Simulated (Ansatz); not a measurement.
Ansatz (an electronic-structure program) input (MP2/def2-TZVP):

Ansatz 0.2 input:
```yaml
crystal:
  periodic: [false, false, false]
  atoms:
    - {symbol: Ca, position_ang: [0.00000000, 0.00000000, 0.00000000]}
    - {symbol: O, position_ang: [0.00000000, 0.00000000, 2.03878289]}
    - {symbol: O, position_ang: [-0.00000000, -0.00000000, -2.03878289]}
    - {symbol: H, position_ang: [0.00000000, 0.00000000, 2.99386893]}
    - {symbol: H, position_ang: [-0.00000000, -0.00000000, -2.99386893]}
basis:
  gaussian:
    orbitals: def2-TZVP
magnetization: {spin_polarized: false}
correlation: {method: mp2, electrons: outside_noble_gas}
relax: {f_tol: 0.003, max_steps: 100}
```

End of the output:

```
mean field: 0.27 GiB planned
mean field -22525.88137011 eV, -827.8108717609 hartree, gradient 1.2e-6 eV, S^2 0.000000; 1 other end points of the search recorded, 0 dependent functions left out
11 core orbitals not correlated
reference -22525.88137011 eV, -827.8108717609 hartree; 8, 8 occupied and 91, 91 virtual orbitals, 951 factors
densities: 0.23 GiB planned
second order -14.44877974 eV of doubles, -0.00000000 eV of singles
the calculation of the forces begins
Total energy: -22540.33014986 eV, -828.3418546228 hartree
Atom 0 at    -0.000000     0.000000     0.000000 Å, force     0.000000    -0.000000    -0.000000 eV/Å
Atom 1 at     0.000000    -0.000000     2.071877 Å, force    -0.000000    -0.000000     0.000742 eV/Å
Atom 2 at     0.000000     0.000000    -2.071877 Å, force    -0.000000    -0.000000    -0.000742 eV/Å
Atom 3 at    -0.000000    -0.000000     3.027608 Å, force     0.000000     0.000000    -0.000734 eV/Å
Atom 4 at    -0.000000    -0.000000    -3.027608 Å, force     0.000000     0.000000     0.000734 eV/Å
Dipole moment:    -0.000000    -0.000000     0.000000 e Å
Checks for a lower state left out: cluster_reference
```
